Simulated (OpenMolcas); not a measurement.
Pd2+ (d8) among equal point charges was computed by CASSCF with the d shell active (OpenMolcas, ANO-RCC-VDZP on the metal). Its lowest spin-free states, and all those of the highest spin:

```tsv
2S+1	Degeneracy	E (cm-1)
3	1	0.0
3	3	5076
3	3	8840
1	2	14325
1	3	18517
3	3	20415
1	1	22196
1	3	23671
1	2	26587
1	3	27097
1	1	52936
```

Is the site octahedral, tetrahedral or cube-like, axial, or of lower symmetry?

The states with 2S+1 = 3 have orbital degeneracies 1, 3, 3, 3. Threefold states need a cubic site. For d8 at this spin an octahedron puts the single A2 below the threefold T2 and a tetrahedron or cube puts the threefold T1 below the threefold T2, so the site is octahedral. The first gap at this spin, 5080 cm-1, is |10Dq| in ligand-field theory. The run had Pd2+ among 6 point charges of -1 e arranged as an octahedron (Oh), 2 Å from the ion.

Without dynamic correlation the repulsion within the d shell is too large (B by tens of per cent), so at a given field states of lower spin stand too high. Real 4d8 and 5d8 ions are as a rule square planar and diamagnetic. This is an electrostatic model: the charges have no orbitals. No measured value stands beside these numbers.
